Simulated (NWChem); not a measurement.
System: MgSiH$_{3}$F; SMILES [F][Mg][SiH3]

```xyz
6

Mg    -0.0130     0.8557    -0.0002
F      0.1350     2.5942     0.0002
Si    -0.2305    -1.7007    -0.0007
H      0.4039    -2.3283    -1.1992
H     -1.6543    -2.1538     0.0051
H      0.4141    -2.3297     1.1916
```
Atoms are numbered in this order, from 1.

Coordinates come from a B3LYP/6-31G* (spherical d) optimisation.

**Question.** List the 6 lowest vertical singlet excitations from B3LYP/6-31G* (spherical d), TDA (NWChem).

**Answer.** 
| state | energy (eV) | oscillator strength | leading excitation (squared amplitude) |
|---|---|---|---|
| S1 | 5.71 | 0.553 | HOMO → LUMO (0.96) |
| S2 | 5.79 | 0.186 | HOMO → LUMO+1 (0.95) |
| S3 | 5.79 | 0.186 | HOMO → LUMO+2 (0.95) |
| S4 | 6.68 | 0.065 | HOMO−1 → LUMO (0.96) |
| S5 | 6.68 | 0.065 | HOMO−2 → LUMO (0.96) |
| S6 | 7.15 | 0.018 | HOMO−3 → LUMO (0.96) |
